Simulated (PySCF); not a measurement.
## Fractional electron number in Cd+ (cadmium, charge +1)

The 5s alpha orbital of [Kr] 4d10 5s1 is emptied in steps (occupation f), with all orbitals relaxed, ending at [Kr] 4d10. Computed with PySCF 2.14 in def2-TZVPPD with the def2 core potential (28 electrons) (6s4p3d2f1g, 56 functions), with scalar relativity through the core potential. The exact energy is a straight line in f; departures are measured from the line between the end points of the same method.

```csv
f,UHF (eV),LDA (eV),PBE (eV),PBE0 (eV),r2SCAN (eV),LC-wPBE (eV),BHandHLYP (eV),wB97X (eV),HSE06 (eV)
1,0.000,0.000,0.000,0.000,0.000,0.000,0.000,0.000,0.000
0.8,0.022,-0.628,-0.624,-0.453,-0.551,-0.039,-0.314,-0.080,-0.513
0.6,0.033,-0.942,-0.939,-0.681,-0.829,-0.058,-0.472,-0.112,-0.770
0.4,0.032,-0.941,-0.943,-0.683,-0.825,-0.060,-0.475,-0.102,-0.772
0.2,0.021,-0.625,-0.631,-0.456,-0.549,-0.042,-0.319,-0.062,-0.516
0,0.000,0.000,0.000,0.000,0.000,0.000,0.000,0.000,0.000
```

| method | E(f=0) − E(f=1) (eV) | −ε at f=1 (eV) | −ε at f=0.4 (eV) |
| --- | --- | --- | --- |
| UHF | 15.586 | 15.727 | 15.557 |
| LDA | 17.836 | 13.917 | 18.629 |
| PBE | 17.446 | 13.565 | 18.212 |
| PBE0 | 17.094 | 14.269 | 17.654 |
| r2SCAN | 17.252 | 13.828 | 17.957 |
| LC-wPBE | 16.860 | 16.613 | 16.895 |
| BHandHLYP | 16.901 | 14.948 | 17.281 |
| wB97X | 16.718 | 16.194 | 16.854 |
| HSE06 | 17.146 | 13.937 | 17.778 |

Orbital energy along the path (eV):

```tsv
f	UHF	LDA	PBE	PBE0	r2SCAN	LC-wPBE	BHandHLYP	wB97X	HSE06
1	-15.727	-13.917	-13.565	-14.269	-13.828	-16.613	-14.948	-16.194	-13.937
0.8	-15.668	-15.480	-15.094	-15.389	-15.169	-16.716	-15.719	-16.441	-15.221
0.6	-15.611	-17.054	-16.643	-16.517	-16.565	-16.806	-16.495	-16.670	-16.499
0.4	-15.557	-18.629	-18.212	-17.654	-17.957	-16.895	-17.281	-16.854	-17.778
0.2	-15.505	-20.193	-19.803	-18.802	-19.317	-17.005	-18.082	-16.974	-19.076
0	-15.455	-21.724	-21.396	-19.940	-20.667	-17.141	-18.919	-17.088	-20.362
```

Reference removal energy between the ground levels: 16.908 eV (measured; NIST Atomic Spectra Database, ionization energies). UHF lacks correlation.
